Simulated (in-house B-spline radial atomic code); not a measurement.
Configurations of I2+, with energies counted from [Kr] 4d10 5s2 5p3. All numbers are computed (non-relativistic TPSS, spin-polarised, spherical fractional occupations; point nucleus) with a B-spline radial code for spherical atoms, not measured. Shells without spins written out take the highest spin.

Occupations are held fixed; configurations that lie above the ionisation limit could autoionise.

```
                                               configuration  E - E(ref) (eV)  highest orbital  its <r> (bohr)
                              [Kr] 4d10 5s2 5p(2 up, 1 down)           1.9017          5p down           2.233
                                       [Kr] 4d10 5s1 5p3 6s1           22.478            6s up           4.247
[Kr] 4d10 4f(0 up, 1 down) 5s(1 up, 0 down) 5p(3 up, 0 down)           28.265          4f down           3.982
                                            [Kr] 4d9 5s2 5p4           52.123          5p down            2.16
                                        [Kr] 4d9 4f1 5s2 5p3           69.304            4f up           2.443
 [Kr] 4d(4 up, 5 down) 5s2 5p(3 up, 0 down) 6d(1 up, 0 down)           73.444            6d up           6.369
                          [Ar] 3d10 4s2 4p5 4d10 5s2 5p3 5d1           137.79            5d up           2.889
```

(1) Order these further configurations by energy, lowest first.
A. [Kr] 4d10 4f1 5s2 5p2
B. [Kr] 4d10 5s2 5p2 6d1
C. [Ar] 3d10 4s2 4p5 4d10 4f1 5s2 5p3
D. [Ar] 3d10 4s2 4p5 4d10 5s2 5p4
E. [Kr] 4d10 5s2 5p2 6s1

(2) How far above the reference does [Ar] 3d(4 up, 5 down) 4s2 4p6 4d10 4f(1 up, 0 down) 5s2 5p(2 up, 1 down) lie?

(3) How far above the reference does [Ar] 3d9 4s2 4p6 4d10 5s2 5p3 6f1 lie?

(4) How far above the reference does [Kr] 4d(4 up, 5 down) 5s2 5p(1 up, 2 down) 5d(1 up, 0 down) lie?

Answers

(1) E (15.428 eV), A (19.952 eV), B (21.686 eV), D (125.53 eV), C (142.65 eV).

(2) 649.39 eV; its least bound orbital is 4f up with <r> = 2.402 bohr.

(3) 654.46 eV; its least bound orbital is 6f up with <r> = 10.53 bohr.

(4) 67.611 eV; its least bound orbital is 5d up with <r> = 3.004 bohr.
